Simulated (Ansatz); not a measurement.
The Cu atom from Hartree–Fock to CCSD(T)

The species carries charge 0 and has multiplicity 2. Correlated methods include outer-core shells of Cu, which these sets cover unevenly. Scalar relativity is left out up to krypton. A free atom. Frozen core, unrestricted reference, Ansatz 0.2.0.

| basis | HF (Eh) | MP2 corr. | CCSD corr. | (T) | CCSD(T) total |
| --- | --- | --- | --- | --- | --- |
| def2-SVP | -1638.68858 | -0.35524 | -0.31795 | -0.01438 | -1639.02091 |
| def2-TZVPP | -1638.92317 | -0.82999 | -0.72360 | -0.02017 | -1639.66694 |
| def2-QZVPP | -1638.96323 | -0.85110 | -0.74928 | -0.02616 | -1639.73867 |
